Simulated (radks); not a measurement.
Problem. Bi2+, configuration [Hg] 6p1. Method: Dirac Kohn-Sham, RPBE, spin-unpolarised, spherical densities, finite nucleus; open shells fill j = l - 1/2 first; Fermi nuclear charge, rms radius 5.5211 fm; computed with a radial shooting solver on a logarithmic mesh with Libxc functionals. Some entries of the table are withheld. Estimate them.

orbital  occ.  eigenvalue (hartree)  r(max) (bohr)  <r^2> (bohr^2)
1s1/2       2             -3324.758       0.009660       0.0003464
2s1/2       2             -597.3963        0.05642        0.005190
2p1/2       2             -574.2293        0.04119        0.003643
2p3/2       4             -488.9987        0.04902        0.004823
3s1/2       2             -144.6632         0.1588         0.03361
3p1/2       2             -134.1385         0.1478         0.03049
3p3/2       4             -115.0551         0.1636         0.03680
3d3/2       4             -97.72624         0.1269         0.02802
3d5/2       6             -93.67983         0.1312         0.02972
4s1/2       2             -33.68444         0.3564          0.1605
4p1/2       2             -29.09635         0.3537          0.1625
4p3/2       4             -24.39440         0.3855          0.1933
4d3/2       4             -16.91218         0.3763          0.1999
4d5/2       6             -16.03432         0.3859          0.2105
5s1/2       2              -6.39856         0.7721          0.7758
4f5/2       6              -6.32604         0.3400          0.2291
4f7/2       8              -6.12427         0.3444          0.2355
5p1/2       2              -4.80789         0.8075             (1)
5p3/2       4              -3.90400         0.8835             (2)
5d3/2       4              -1.68134          1.016           1.671
5d5/2       6              -1.57045          1.047           1.790
6s1/2       2              -1.10866          1.839           4.831
6p1/2       1              -0.76314          2.118           6.785
6p3/2       0              -0.66518          2.355           8.371
7s1/2       0              -0.36651          4.438           24.84
6d3/2       0                   (3)          3.703           19.50
6d5/2       0                   (4)          3.796           20.33

Solution. 
(1) 5p1/2 <r^2> (bohr^2): 0.8840
(2) 5p3/2 <r^2> (bohr^2): 1.072
(3) 6d3/2 eigenvalue (hartree): -0.32382
(4) 6d5/2 eigenvalue (hartree): -0.31684
